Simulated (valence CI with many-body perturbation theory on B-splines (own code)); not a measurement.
**E1 transitions of Tb¹⁴⁺**

Computed by valence CI with perturbative core correlation (CI+MBPT): five valence electrons over a frozen Dirac-Fock core [Kr] 4d10, a basis of 7 s, 7 p, 7 d, 7 f, 4 g, 2 h functions for each j, with the one-electron correlation potential Σ1, the two-electron term Σ2, the three-electron term Σ3, Breit, model QED; selected CI, second order for the rest, scaled by the run's own slope (own B-spline code, finite nucleus).

No measured spectrum was set against this ion. As an estimate, terms of the open shell hold to a few per cent of their energy, and close levels can change places; configurations with another count of f electrons can be misplaced by thousands of cm⁻¹. Core correlation moves these levels by up to 50000 cm⁻¹, and in measured spectra 5 to 20 % of such shifts remained as error; rates that hang on mixing are uncertain with them. Among the levels kept, up to 960 cm⁻¹ of a level comes from second order outside the variational space, and about a tenth of that is noise between levels of different J, which matters for small intervals. The lowest computed level is not the ground level that NIST lists (6H°5/2, for many ions itself from theory).

Lines 1 to 50 of 109 in falling wavelength, among levels below 46893 cm⁻¹, chosen from the strongest by gf and those to the six lowest levels. Wavelengths and rates use the calculated energies, so an error of 2000 cm⁻¹ moves a line at 23370 Å by 47 % and its rate by three times that or more. Electric multipoles are in the length gauge, E1 and E2 with the static RPA response of the core. Weak lines are less certain than strong ones. Lines between different terms over intervals too small for the method are left out, as are lines whose strength nearly cancels. Where a level lies close to another of its J and parity, the split of strength between their lines is uncertain. The highest levels of a list are the least certain.

Names give the largest LS component (configuration and term), which can be under half, so a name can repeat, a term be missing and a line seem to break the LS rules; names also repeat where a configuration has a term twice.

| λ vac (Å) | Upper | Lower | A (s⁻¹) | log gf | Branch % |
| --- | --- | --- | --- | --- | --- |
| 23370 | 4f5 6H°_5/2 | 4f4 5s 4H_7/2 | 5.44e-04 | -9.57 | 0.0 |
| 22110 | 4f3 5s2 4F°_5/2 | 4f4 5s 4G_5/2 | 3.64e-01 | -6.80 | 1.8 |
| 20850 | 4f3 5s2 4I°_11/2 | 4f4 5s 4I_9/2 | 5.87e-05 | -10.34 | 0.0 |
| 20620 | 4f4 5s 4F_5/2 | 4f3 5s2 4F°_3/2 | 4.91e-02 | -7.73 | 0.3 |
| 19840 | 4f3 5s2 2H°_9/2 | 4f4 5s 6G_11/2 | 1.88e-01 | -6.96 | 0.3 |
| 19220 | 4f4 5s 4F_5/2 | 4f5 6H°_5/2 | 4.52e-02 | -7.82 | 0.2 |
| 19200 | 4f4 5s 6F_11/2 | 4f3 5s2 4I°_11/2 | 1.05e-02 | -8.16 | 0.9 |
| 19060 | 4f4 5s 4I_11/2 | 4f3 5s2 4I°_9/2 | 4.08e-04 | -9.57 | 0.0 |
| 18980 | 4f4 5s 4F_7/2 | 4f5 6H°_5/2 | 3.48e-02 | -7.82 | 0.3 |
| 18570 | 4f4 5s 4L_13/2 | 4f3 5s2 4I°_15/2 | 5.78e-04 | -9.38 | 0.0 |
| 18200 | 4f5 6H°_9/2 | 4f4 5s 4H_9/2 | 3.66e-01 | -6.74 | 0.0 |
| 17090 | 4f4 5s 4K_15/2 | 4f3 5s2 4I°_13/2 | 3.27e-02 | -7.64 | 0.1 |
| 16570 | 4f3 5s2 4I°_13/2 | 4f4 5s 4I_11/2 | 2.74e-03 | -8.80 | 0.0 |
| 16440 | 4f4 5s 6F_7/2 | 4f3 5s2 4I°_9/2 | 4.06e-04 | -9.88 | 0.1 |
| 15830 | 4f4 5s 6G_13/2 | 4f3 5s2 4I°_15/2 | 1.90e-04 | -10.00 | 0.0 |
| 15450 | 4f5 6H°_7/2 | 4f4 5s 4H_7/2 | 1.06e+00 | -6.52 | 0.2 |
| 14610 | 4f3 5s2 2H°_9/2 | 4f4 5s 4H_7/2 | 1.17e-02 | -8.43 | 0.0 |
| 14040 | 4f5 6H°_9/2 | 4f4 5s 6G_11/2 | 3.94e-02 | -7.93 | 0.0 |
| 13680 | 4f3 5s2 4I°_15/2 | 4f4 5s 4I_13/2 | 1.36e-02 | -8.21 | 0.2 |
| 13060 | 4f4 5s 6G_11/2 | 4f3 5s2 4I°_13/2 | 6.48e-03 | -8.70 | 0.1 |
| 12890 | 4f4 5s 4K_11/2 | 4f3 5s2 4I°_11/2 | 1.37e-01 | -7.39 | 0.5 |
| 12510 | 4f3 5s2 4F°_5/2 | 4f4 5s 4H_7/2 | 7.99e-02 | -7.95 | 0.4 |
| 12400 | 4f4 5s 6F_9/2 | 4f3 5s2 4I°_9/2 | 1.95e-02 | -8.35 | 1.4 |
| 12250 | 4f5 6H°_5/2 | 4f4 5s 6G_7/2 | 2.31e-02 | -8.51 | 0.0 |
| 12180 | 4f4 5s 4M_15/2 | 4f3 5s2 4I°_15/2 | 1.31e-02 | -8.33 | 0.1 |
| 11870 | 4f5 6H°_7/2 | 4f4 5s 6G_9/2 | 1.11e-02 | -8.73 | 0.0 |
| 11500 | 4f5 6H°_5/2 | 4f4 5s 6G_5/2 | 2.22e+00 | -6.58 | 0.4 |
| 11370 | 4f3 5s2 2H°_9/2 | 4f4 5s 6G_9/2 | 1.55e+00 | -6.52 | 2.4 |
| 11200 | 4f5 6H°_9/2 | 4f4 5s 4H_7/2 | 2.93e+00 | -6.26 | 0.4 |
| 11050 | 4f3 5s2 4F°_3/2 | 4f4 5s 6G_5/2 | 5.50e+00 | -6.40 | 45.2 |
| 10640 | 4f4 5s 4K_13/2 | 4f3 5s2 4I°_11/2 | 2.48e-01 | -7.23 | 0.8 |
| 10500 | 4f4 5s 6G_9/2 | 4f3 5s2 4I°_11/2 | 1.55e-02 | -8.59 | 0.1 |
| 10260 | 4f5 6H°_5/2 | 4f4 5s 6G_3/2 | 1.98e+01 | -5.73 | 3.3 |
| 9903 | 4f3 5s2 4F°_3/2 | 4f4 5s 6G_3/2 | 4.64e+00 | -6.56 | 38.1 |
| 9654 | 4f5 6H°_7/2 | 4f4 5s 6G_7/2 | 1.84e+00 | -6.69 | 0.3 |
| 9472 | 4f3 5s2 2H°_9/2 | 4f4 5s 4K_11/2 | 2.37e-02 | -8.50 | 0.0 |
| 9320 | 4f3 5s2 2H°_9/2 | 4f4 5s 6G_7/2 | 3.56e-01 | -7.33 | 0.5 |
| 9201 | 4f4 5s 6F_11/2 | 4f3 5s2 4I°_9/2 | 1.41e-03 | -9.67 | 0.1 |
| 9192 | 4f5 6H°_9/2 | 4f4 5s 6G_9/2 | 3.31e+00 | -6.38 | 0.4 |
| 9180 | 4f5 6H°_7/2 | 4f4 5s 6G_5/2 | 2.07e+01 | -5.68 | 3.0 |
| 9175 | 4f4 5s 4L_13/2 | 4f3 5s2 4I°_13/2 | 7.67e-04 | -9.87 | 0.0 |
| 8454 | 4f4 5s 6G_13/2 | 4f3 5s2 4I°_13/2 | 1.13e-01 | -7.77 | 1.8 |
| 8419 | 4f3 5s2 4F°_5/2 | 4f4 5s 6G_7/2 | 1.17e+01 | -6.13 | 56.5 |
| 8057 | 4f3 5s2 4F°_5/2 | 4f4 5s 6G_5/2 | 2.00e+00 | -6.93 | 9.6 |
| 7912 | 4f5 6H°_9/2 | 4f4 5s 4K_11/2 | 3.48e-02 | -8.49 | 0.0 |
| 7805 | 4f5 6H°_9/2 | 4f4 5s 6G_7/2 | 1.99e+01 | -5.74 | 2.5 |
| 7629 | 4f3 5s2 2H°_9/2 | 4f4 5s 6F_11/2 | 7.73e-01 | -7.17 | 1.2 |
| 7549 | 4f4 5s 6G_7/2 | 4f3 5s2 4I°_9/2 | 2.77e+00 | -6.72 | 12.5 |
| 7533 | 4f4 5s 6G_11/2 | 4f3 5s2 4I°_11/2 | 2.82e-02 | -8.54 | 0.2 |
| 7500 | 4f4 5s 4H_11/2 | 4f3 5s2 4I°_13/2 | 4.91e-01 | -7.30 | 1.2 |

How does gf follow from A for the line at 16440 Å?

gf = 1.4992 × (2J+1)_upper × A / σ², with σ = 6084 cm⁻¹ and 2J+1 = 8: gf = 1.32e-10.
